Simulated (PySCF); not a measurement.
Computed shifts of a molecule CH7FN2Si, PBE/pcSseg-1 (PySCF), GIAO, gas phase, atoms alike by connectivity averaged where their shifts nearly agree, in ppm (number of nuclei): ¹³C: 1.6 (1). ²⁹Si: -12.4 (1). ¹⁵N: 43.3 (1), 30.2 (1). ¹⁹F: -163.5 (1). ¹H: 1.38 (1), 1.15 (1), 0.85 (1), 0.81 (1), 0.57 (3). References: ¹³C against TMS (σ = 182.0 ppm); ²⁹Si against TMS (σ = 335.4 ppm); ¹⁵N against NH3 (σ = 267.0 ppm); ¹⁹F against CFCl3 (σ = 133.6 ppm); ¹H against TMS (σ = 31.49 ppm), references at their B3LYP-D3(BJ)/def2-TZVP geometries, non-relativistic. Geometry: PBE-D3(BJ)/def2-SVP. Other conformers were not sampled.

**Question.** Which structure fits?
A. N[SiH](N)CF
B. CN[Si@H](N)F
C. NC[Si@H](N)F
D. C[Si](N)(N)F

**Answer.** D, C[Si](N)(N)F
